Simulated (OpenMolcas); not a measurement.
## neutral magnesium: effect of the IPEA shift

```yaml
Program: OpenMolcas
Basis: ANO-RCC-VTZP [5s4p2d1f]
Scalar_Hamiltonian: DKH2, point nucleus
Active_space: 2 electrons in 4 orbitals (3s 3p)
State_averaging: 2S+1 = 3 even, 3 roots; 2S+1 = 1 even, 1 root; 2S+1 = 3 odd, 3 roots; 2S+1 = 1 odd, 3 roots
Spin-orbit_coupling: state interaction with AMFI integrals over the reference wave functions, term energies averaged over their components
```

Methods on the same reference wave functions:
A. CASSCF
B. SS-CASPT2, IPEA 0 Eh, imaginary shift 0.1 Eh (closed shells correlated: 2s 2p)
C. SS-CASPT2, IPEA 0.25 Eh, imaginary shift 0.1 Eh (closed shells correlated: 2s 2p)

Energies in cm⁻¹ above 3s² ¹S₀, the measured ground level; measured values from NIST Handbook of Basic Atomic Spectroscopic Data.

```tsv
Level	A	B	C	Measured
3s² ¹S₀	0.0	0.0	0.0	0.0
3s 3p ³P°₀	21854	21685	21832	21850
3s 3p ³P°₁	21870	21701	21848	21870
3s 3p ³P°₂	21901	21733	21879	21911
3s 3p ¹P°₁	40877	37990	38574	35051
```

Deviations, from unrounded energies. A percentage is the sum of absolute deviations over the sum of measured energies, with the sign that they share, or ± where signs differ.

```csv
Against measurement,Levels,A,B,C
mean absolute deviation (cm-1),4,1500,860,900
other configurations (%),4,±5.8,±3.4,±3.6
```

B, C lie about equally close to measurement and A furthest from it. The largest miss of B in the table is 3s 3p ¹P°₁, by +2900 cm-1. The ranking rests on the paired levels alone, and a cruder setting can come out closer through cancelling errors.

Between B and C the level of the table that moves most is 3s 3p ¹P°₁, by 580 cm-1 (lowest in B, highest in C).

The lowest spin-free term lies below A's lowest term by 0.240 hartree in B, 0.240 hartree in C.

Without dynamic correlation excited terms often stand tens of per cent too high (terms of higher spin than the ground term too low), and those without a measured partner can miss by more than the paired ones (holds for A). Measured partners are found by configuration, term and J. A level has none where our copy of the source lacks it or the pairing is in doubt (some pairs that miss far off the trend of their configuration count as doubtful), and it then counts in no deviation. Levels of configurations outside the active space are missing. The table leaves out levels that lie high or whose names do not pair safely across all columns.

° marks odd parity.
